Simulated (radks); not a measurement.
Results of a calculation; reference values are marked as such.
Radial electron density D(r) = 4 pi r^2 rho(r) of an atom or ion with 46.5 electrons. Level of theory: scalar-relativistic Kohn-Sham, r2SCAN, spin-polarised, spherical densities, finite nucleus; meta-GGA in the generalised Kohn-Sham scheme; Fermi nuclear charge, rms radius of each element as measured or else 0.836 A^(1/3) + 0.57 fm (a radial shooting solver on a logarithmic mesh with Libxc functionals).

r (bohr)  D(r) (e/bohr)
0.004175          15.35
0.005524          22.69
0.007309          32.14
0.009749          43.39
0.0129            54.00
0.01707           61.38
0.02258           62.83
0.02988           58.62
0.03985           54.39
0.05273           58.84
0.06977           72.20
0.09231           80.48
0.1231            70.33
0.1629            55.91
0.2155            59.31
0.2852            65.32
0.3773            46.70
0.5033            22.52
0.6659            19.99
0.8811            21.72
1.166             14.31
1.542             5.996
2.057             1.778
2.722            0.4306
3.602           0.07386
4.765          0.006703
6.305         0.0002225

What is the nuclear charge?

Answer. Z = 49. The innermost maximum, from 1s, lies near gamma/Z bohr with gamma = sqrt(1 - (Z/c)^2) = 0.934, here 0.0191 bohr (found: 0.0208), and its height grows with Z. The density is that of the indium ion In2.5+ in [Kr] 4d10 5s(up 0.25, down 0.25); the configuration itself is not fixed sharply by these data, and Z only to a few units. D(r) has 4 maxima, at r = 0.0208, 0.0923, 0.272, 0.813 bohr, and minima at 0.0408, 0.178, 0.591 bohr, inside which lie 1.99, 11.18, 28.92 electrons.
